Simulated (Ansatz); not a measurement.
Wavefunction ladder for BH₃Te, SMILES `B[TeH]`

```csv
atom,x (Å),y (Å),z (Å)
B1,0.5341,-0.4675,0.1436
Te2,-1.2669,0.1096,-0.7656
H3,1.1266,0.2881,0.8448
H4,0.9090,-1.5743,-0.0867
H5,-1.3028,1.6440,-0.1361
```

The species carries charge 0 and has multiplicity 1. Correlated methods include outer-core shells of Te, which these sets cover unevenly. Te: def2 effective core potential. Geometry: relaxed with PBE0-D4/def2-TZVP. Frozen core, restricted reference, Ansatz 0.2.0.

```json
{"basis": "def2-SVP", "HF (Eh)": "-293.39148", "MP2 corr.": "-0.21148", "CCSD corr.": "?", "(T)": "-0.00745", "CCSD(T) total": "?"}
{"basis": "def2-TZVPP", "HF (Eh)": "-293.43166", "MP2 corr.": "-0.57653", "CCSD corr.": "-0.57370", "(T)": "-0.01572", "CCSD(T) total": "-294.02108"}
{"basis": "def2-QZVPP", "HF (Eh)": "?", "MP2 corr.": "-0.74217", "CCSD corr.": "?", "(T)": "?", "CCSD(T) total": "?"}
```

(1) Fill in the withheld values. (An estimate is asked.)

## Answers

(1) The calculation gave: def2-SVP CCSD corr.: -0.24255; def2-SVP CCSD(T) total: -293.64148; def2-QZVPP HF (Eh): -293.43473; def2-QZVPP CCSD corr.: -0.71714; def2-QZVPP (T): -0.02090; def2-QZVPP CCSD(T) total: -294.17277.
